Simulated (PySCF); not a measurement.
Job file and geometry (Å, from PBE0-D3(BJ)/def2-SVP) of an NMR shielding run on C₂H₁₂AsBSi, GIAO PBE0/pcSseg-1 NMR shielding, non-relativistic, gas phase (PySCF 2.14.0, density-fitted response routines); density fitting, a coarse starting grid and PySCF grid level 2 are the driver's defaults:

```
{"job": {"kind": "nmr", "xc": "PBE0", "basis": "pcSseg-1"}, "charge": 0, "multiplicity": 1}
C     -0.290520     1.351263    -1.072665
B      0.751221     1.346747     0.094442
As    -3.027031    -0.794584     0.698653
C      1.048777     0.094171     0.958699
Si     2.460390    -0.853240     0.124268
H     -0.649181     0.357961    -1.383876
H     -1.165884     1.915666    -0.693837
H      0.054049     1.911740    -1.956180
H      1.372712     2.367961     0.319232
H     -3.707029    -0.423296    -0.614380
H     -2.263336    -1.938866     0.039654
H     -4.173109    -1.718593     1.097666
H      1.409491     0.322911     1.974587
H      0.208439    -0.618990     1.006999
H      2.071432    -1.267284    -1.259112
H      3.694040    -0.014357     0.033719
H      2.780783    -2.083392     0.911514
```

Q: Write the output of this run.

A: 
```
coarse grid: 58952 points
cycle   1  E = -2632.7673264078  dE = -1.042e+00  |g| = 7.774e-01  |ddm| = 3.372e+00
cycle   2  E = -2632.7596433433  dE =  7.683e-03  |g| = 6.343e-01  |ddm| = 7.779e-01
cycle   3  E = -2632.8234527452  dE = -6.381e-02  |g| = 1.053e-01  |ddm| = 5.214e-01
cycle   4  E = -2632.8262227051  dE = -2.770e-03  |g| = 2.545e-02  |ddm| = 1.121e-01
cycle   5  E = -2632.8263494958  dE = -1.268e-04  |g| = 4.900e-03  |ddm| = 2.177e-02
cycle   6  E = -2632.8263549308  dE = -5.435e-06  |g| = 1.077e-03  |ddm| = 5.722e-03
final grid: 123088 points
cycle   7  E = -2632.8263185481  dE = -3.786e-08  |g| = 1.176e-03  |ddm| = 3.070e-03
cycle   8  E = -2632.8263184280  dE =  1.201e-07  |g| = 1.384e-03  |ddm| = 2.276e-03
cycle   9  E = -2632.8263189260  dE = -4.980e-07  |g| = 7.858e-05  |ddm| = 1.178e-03
cycle  10  E = -2632.8263189275  dE = -1.503e-09  |g| = 1.494e-05  |ddm| = 9.063e-05
cycle  11  E = -2632.8263189276  dE = -4.775e-11  |g| = 3.040e-06  |ddm| = 1.457e-05
converged SCF energy = -2632.8263189276

GIAO shielding tensors (ppm)
atom      isotropic    diamagn.    paramagn.     s11        s22        s33       span
  0 C      167.165     253.534     -86.369    145.464    176.287    179.745     34.280
  1 B       17.475     191.941    -174.466    -58.507    -12.201    123.133    181.640
  2 As    1901.111    2877.091    -975.980   1819.523   1934.786   1949.023    129.501
  3 C      163.881     258.186     -94.304    136.540    166.137    188.967     52.427
  4 Si     429.929     879.263    -449.334    402.781    417.816    469.191     66.410
  5 H       30.454      34.431      -3.977     28.443     29.483     33.437      4.995
  6 H       30.508      30.693      -0.184     25.515     30.845     35.165      9.651
  7 H       29.936      29.885       0.051     26.570     27.220     36.017      9.447
  8 H       23.963      29.702      -5.738     20.050     25.531     26.310      6.260
  9 H       28.840      28.802       0.038     21.841     24.295     40.384     18.543
 10 H       28.865      30.110      -1.245     22.365     24.402     39.829     17.464
 11 H       28.812      27.673       1.139     21.774     23.003     41.658     19.884
 12 H       29.534      30.766      -1.232     25.990     27.342     35.270      9.280
 13 H       29.684      34.900      -5.216     25.115     26.839     37.098     11.984
 14 H       27.577      29.172      -1.595     24.015     26.841     31.876      7.861
 15 H       27.438      27.927      -0.489     24.088     25.331     32.895      8.807
 16 H       27.190      27.984      -0.794     24.260     24.965     32.345      8.085
```

Relativistic effects, spin–orbit coupling among them, are left out; they matter for As and for the light atoms bonded to it.

Size and cost of the density-fitted run: 176 basis functions, 34 s wall time on 1 thread of an Arm Neoverse V1, shared host.
